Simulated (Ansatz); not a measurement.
Two isomers of C3H6FNSi: A = `C#CN(C)[SiH2]F`, B = `C[Si](C)(F)C#N`.

Isolated molecules relaxed with PBE0-D4/def2-TZVP in Ansatz; ΔE leaves out vibrations. CCSD(T)/CBS adds triple-zeta CCSD(T) − MP2 to the extrapolated MP2 energy (def2 sets, frozen cores). DFT in def2-TZVPP. B3LYP here is the variant with VWN-RPA as its local correlation; programs differ in this. One conformer a species, not always the lowest.

A:

```xyz
12

C    -2.299   -0.893   -0.592
C    -1.223   -0.472   -0.260
N    -0.026   -0.005    0.123
C     0.716   -0.824    1.081
Si    0.662    1.364   -0.666
F     1.517    0.957   -1.953
H    -3.251   -1.259   -0.892
H     0.115   -0.991    1.977
H     0.984   -1.791    0.648
H     1.630   -0.301    1.366
H    -0.435    2.236   -1.120
H     1.611    1.979    0.287
```

B:

```xyz
12

C    -0.642    1.352   -0.737
Si    0.255   -0.218   -0.369
C    -0.520   -1.295    0.914
F     0.455   -1.050   -1.717
C     1.972    0.216    0.201
N     3.014    0.510    0.595
H    -1.653    1.142   -1.093
H    -0.118    1.927   -1.503
H    -0.716    1.969    0.162
H     0.072   -2.199    1.071
H    -1.527   -1.590    0.610
H    -0.591   -0.764    1.866
```

Which is lower in electronic energy at CCSD(T)/CBS, and by how much? (Estimate.)

Ansatz gave: B, by 245.8 kJ/mol.

Give E(B) − E(A) in kJ/mol with B2PLYP, B3LYP, B3LYP-D4, PBE0-D4, CCSD(T)/def2-TZVPP, HF/def2-TZVPP, ωB97M-V. (Estimate.)

The calculation gave: B2PLYP -243.3, B3LYP -235.0, B3LYP-D4 -233.5, PBE0-D4 -237.0, CCSD(T)/def2-TZVPP -251.4, HF/def2-TZVPP -244.1, ωB97M-V -248.0. None reverses the order clearly.

Largest T1 diagnostic: 0.012.

In def2-TZVPP, CCSD(T) changes the Hartree–Fock value by −7.3 kJ/mol (the triples alone add −0.2 kJ/mol) and MP2 by −7.4 kJ/mol.
